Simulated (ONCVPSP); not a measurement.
## chromium (Cr): one change to an ONCV potential, before and after

Cr (Z = 24), optimised norm-conserving Vanderbilt (ONCV), made with ONCVPSP 4.0.1 (PBE, fully relativistic). Core [Ne], reference 3s2 3p6 3d5 4s1. Waves: 3s+4s: rc 1.55 bohr, ncon 4, nbas 8, qcut 7.9 1/bohr, 2 projectors; 3p: rc 0.85 bohr, ncon 4, nbas 8, qcut 10.8 1/bohr, 2 projectors, debl 0.7 Ha; 3d: rc 1.05 bohr, ncon 4, nbas 7, qcut 7.9 1/bohr, 2 projectors, debl 1.5 Ha. Local part: polynomial inside 0.60 bohr (lpopt 3, dvloc0 6 Ha). Core correction: Teter function, fcfact 5, rcfact 1.75.

Open shells are filled in proportion to 2j + 1.

In the p channel the program set the typed energies aside and used -1.657, 0.250 Ha (j = l + 1/2; the other j can differ).

Change: d: nproj 1.

Cutoffs: the cutoffs (Ha) at which the residual kinetic energy of the hardest occupied pseudo-wave falls to 1 and 0.1 mHa per electron; they do not see the model core or the augmentation charge, which bear on the density cutoff. Errors are all-electron minus pseudo energies relative to the spin-unpolarised reference configuration.

Q: How do hardness, ghosts and transferability respond?

A: The potential gets neither clearly harder nor softer (153 Ha and 200 Ha → 153 Ha and 200 Ha); of the 3 tests that both files solve, the error grows in 0 and shrinks in 2 by more than 15 % and 0.3 meV (median size 1.4 → 1.2 meV); neither file shows a bound ghost.

```tsv
quantity	base	changed
cutoff, loose	153 Ha	153 Ha
cutoff, tight	200 Ha	200 Ha
bound ghosts	none	none
GHOST(+) flags under 300 eV	s at 254.7 eV	s at 254.7 eV
tests with a reliable result	3 of 4	3 of 4
error for 3s2 3p6 3d5 4s0, meV [ΔE 6.90 eV]	+1.3	+1.2
error for 3s2 3p6 3d4 4s0, meV [ΔE 22.95 eV]	+1.4	-0.1
error for 3s2 3p5 3d5 4s1, meV [ΔE 51.52 eV]	+15	+10
s: phases at 1.58 bohr within 0.05 rad from the reference energy up to (Ha; the scan ends near 5)	to the end of the scan	to the end of the scan
p3/2: phases at 0.86 bohr within 0.05 rad from the reference energy up to (Ha; the scan ends near 5)	to the end of the scan	to the end of the scan
p1/2: phases at 0.86 bohr within 0.05 rad from the reference energy up to (Ha; the scan ends near 5)	to the end of the scan	to the end of the scan
d5/2: phases at 1.07 bohr within 0.05 rad from the reference energy up to (Ha; the scan ends near 5)	to the end of the scan	4.5
d3/2: phases at 1.07 bohr within 0.05 rad from the reference energy up to (Ha; the scan ends near 5)	to the end of the scan	4.4
rms error of d²Exc/dni dnj with the model core, mHa	3.39	3.39
```
